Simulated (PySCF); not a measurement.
Gas-phase reaction: InBr₃ + 2 InF = 3 InBr + F₂

Method: PySCF energies (xtb for GFN2) plus ideal-gas RRHO corrections (1 bar). † marks an energy on the PBE0/def2-TZVP geometry and frequencies; other levels use their own. All species are closed-shell singlets. In: scalar-relativistic def2 core potential, no spin-orbit coupling. Br: all electrons, no relativistic terms.

```csv
level,"ΔH°(298 K), kJ"
BLYP/def2-TZVP†,515
GFN2-xTB,(withheld)
PBE0/def2-TZVP,560
LDA/def2-TZVP†,576
ωB97M-V/def2-TZVP†,(withheld)
```

Question: What belongs in the gaps?

Answer: 
- GFN2-xTB, ΔH°(298 K), kJ: 547
- ωB97M-V/def2-TZVP†, ΔH°(298 K), kJ: 582
